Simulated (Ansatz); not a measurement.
One change: `F[SiH2]C[SiH3]` becomes `N[SiH](F)C[SiH3]`.

Ansatz, PBE0-D4/def2-TZVP geometries, multiplicity 1. Each molecule was computed in one conformer, which needn't be the lowest.

| property | `F[SiH2]C[SiH3]` |
| --- | --- |
| HOMO energy (B3LYP/def2-TZVPP) / eV | -8.69 |
| size of the dipole moment (B3LYP/def2-TZVPP) / D | 1.84 |
| HOMO–LUMO gap (PBE0/def2-TZVPP) / eV | 9.10 |
| HOMO energy (ωB97M-V/def2-TZVPP) / eV | -11.10 |
| LUMO energy (PBE/def2-TZVPP) / eV | -0.67 |
| HOMO–LUMO gap (ωB97M-V/def2-TZVPP) / eV | 12.94 |

Task: What does the change do to each property? (Estimate.)

Result: Ansatz gave: 
| property | `N[SiH](F)C[SiH3]` | shift |
| --- | --- | --- |
| HOMO energy (B3LYP/def2-TZVPP) / eV | -7.75 | 0.94 |
| size of the dipole moment (B3LYP/def2-TZVPP) / D | 1.29 | -0.55 |
| HOMO–LUMO gap (PBE0/def2-TZVPP) / eV | 8.53 | -0.57 |
| HOMO energy (ωB97M-V/def2-TZVPP) / eV | -10.43 | 0.67 |
| LUMO energy (PBE/def2-TZVPP) / eV | -0.28 | 0.39 |
| HOMO–LUMO gap (ωB97M-V/def2-TZVPP) / eV | 12.42 | -0.52 |

With PBE0 the HOMO rises by 0.89 eV and the LUMO rises by 0.32 eV, so the gap narrows by about 0.57 eV. PBE moves the HOMO by 1.07 eV and ωB97M-V by 0.67 eV. Dipoles are sizes alone; their direction can turn.

B3LYP here is the variant with VWN-RPA as its local correlation; programs differ in this.
